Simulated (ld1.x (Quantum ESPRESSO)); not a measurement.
## iodine: TM pseudisation with PBEsol, scalar-relativistic reference atom.

ld1.x (Quantum ESPRESSO) 7.5 input, shortened:

```
&input
   title='I', zed=53., rel=1, dft='PBESOL', iswitch=3,
   config='[Kr] 4d10 5s2 5p4'
 /
 &inputp
   pseudotype=2, tm=.true., lloc=0,
   nlcc=.false.
 /
2
5P  2  1   4.00   0.00  1.00  1.00  0.0
5S  1  0   2.00   0.00  1.30  1.30  0.0
 &test
   configts(1)='5s2 5p4'
 /
```

Results:

* Configuration tests: 4 of 7 tests not solved or not reliable (1 of them converged, to errors over 20 eV); not counted: 5s2 5p4.5 (solver errors, printed error -134 eV); 5s2 5p5 (solver errors, printed error -125 eV); 5s1 5p6 (solver errors, printed error -124 eV); 1 more

A Bessel basis up to 400 Ry misses an occupied level by 0.13 Ry, so cutoffs and ghosts were not judged.

Generation and tests took about 5.3 s on one core of a shared server CPU.
